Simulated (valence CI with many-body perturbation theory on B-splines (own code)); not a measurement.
The numbers below are computed, except where a source is named.
## Basis-set convergence for Sb⁴⁵⁺

Level of theory: valence CI with perturbative core correlation (CI+MBPT): four valence electrons over a frozen Dirac-Fock core [He], radial functions for each j: 9 s, 9 p, 8 d, 6 f, 3 g, 1 h, with the one-electron correlation potential Σ1 (screened to all orders), the two-electron term Σ2, the three-electron term Σ3, Breit, model QED; selected single and double excitations, second order for the rest, scaled by the run's own slope (own B-spline code, finite nucleus).

The last digits are not significant, and no measured levels were compared; by estimate large intervals hold to a few tenths of a per cent, small ones and those within an open d or f shell to about a per cent. Among the levels kept, up to 280 cm⁻¹ of a level comes from second order outside the variational space, and about a tenth of that is noise between levels of different J, which matters for small intervals.

The reference run has the lowest level (2s^2 2p1/2^2) J=0 and an ionisation energy of 7888.01 eV. Its largest variational space holds 20000 state functions.

Levels are named by their leading jj configuration (3d3/2^4 stands for four electrons in 3d with j = 3/2), which in mixed levels can hold well under half, so a name can repeat and another be missing. Letters in brackets count levels of one name in rising energy.

Changed runs:
A. basis 6 s, 6 p, 5 d, 3 f, 1 g
B. basis 5 s, 5 p, 4 d, 2 f

Excitation energies of the reference run in cm⁻¹, and shifts in cm⁻¹:

```tsv
Level	Reference	A	B
(2s^2 2p1/2 2p3/2) J=1	2063310	-27	-194
(2s^2 2p1/2 2p3/2) J=2	2183940	+94	+141
(2s 2p1/2^2 2p3/2) J=2	3439490	-75	-300
(2s 2p1/2^2 2p3/2) J=1	3902430	+75	+258
(2s^2 2p3/2^2) J=2	4339350	+52	-22
(2s^2 2p3/2^2) J=0	4641880	+85	+251
(2s 2p1/2 2p3/2^2) J=2 [a]	5396230	-114	-480
(2s 2p1/2 2p3/2^2) J=3	5660220	+84	+45
(2s 2p1/2 2p3/2^2) J=0	5935410	+11	+93
(2s 2p1/2 2p3/2^2) J=1 [a]	6044370	+60	+122
(2s 2p1/2 2p3/2^2) J=2 [b]	6126400	+178	+442
(2s 2p1/2 2p3/2^2) J=1 [b]	6157140	+113	+343
Ionisation energy (eV)	7888.01	-0.012	-0.09
```
